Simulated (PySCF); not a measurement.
# Polarisability and C₆ of Ti²⁺ (titanium, charge +2)

[Ar] 3d2, high-spin 3F determinant. Calculation: PySCF 2.14, in aug-cc-pVTZ with one added diffuse shell each of s, p, d, f, g type (9s8p6d4f3g, 118 functions); the non-relativistic Hamiltonian (point nucleus). Coupled (time-dependent) response in atomic units; α is the mean over directions.

```tsv
method	mean α (bohr³)	C₆ (like pair)	S(−4)
UHF	4.233	12.82	11.56
PBE	5.201	15.47	25.35
```

S(−4) is the Cauchy moment in α(ω) = α(0) + S(−4) ω² + …

α(iu) at UHF:

```
u (hartree)  α(iu) (bohr³)
          0          4.233
     0.0500          4.205
      0.100          4.124
      0.200          3.859
      0.300          3.546
      0.500          2.983
      0.750          2.447
       1.00          2.036
       1.50          1.447
       2.00          1.061
       3.00         0.6237
       5.00         0.2827
```

For an ion, C₆ is the dispersion term alone; charge-induced terms of lower order in 1/R come first.
